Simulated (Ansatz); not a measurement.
`BN([SiH3])[SiH3]` + `CC[SeH]` → `BC(C)[SeH]` + `[SiH3]N[SiH3]`  (formal exchange of groups at a B–N bond)

Gas-phase electronic energies from Ansatz, PBE0-D4/def2-TZVP geometries. CCSD(T)/CBS adds triple-zeta CCSD(T) − MP2 to the extrapolated MP2 energy (def2 sets, frozen cores). This one scheme is used for every species. For Se outer-core shells are correlated without core-valence functions, which leaves a few kJ/mol of doubt a bond. Scalar relativity is left out up to krypton. Each species was taken in one conformer, which may not be the lowest.

```
           species  CCSD(T)/CBS(def2) energy (Eh)
`BN([SiH3])[SiH3]`                     -662.52490
         `CC[SeH]`                    -2480.41858
      `BC(C)[SeH]`                    -2505.79002
   `[SiH3]N[SiH3]`                     -637.10515
```

**Question.** Work out ΔE.

**Answer.** ΔE = (-2505.79002) + (-637.10515) − (-662.52490) − (-2480.41858) = 0.04831 Eh = +126.8 kJ/mol.

Largest T1 diagnostic among the species: 0.013.

In def2-TZVPP, CCSD(T) changes the Hartree–Fock value by +4.5 kJ/mol (the triples alone add +1.7 kJ/mol) and MP2 by +4.7 kJ/mol.
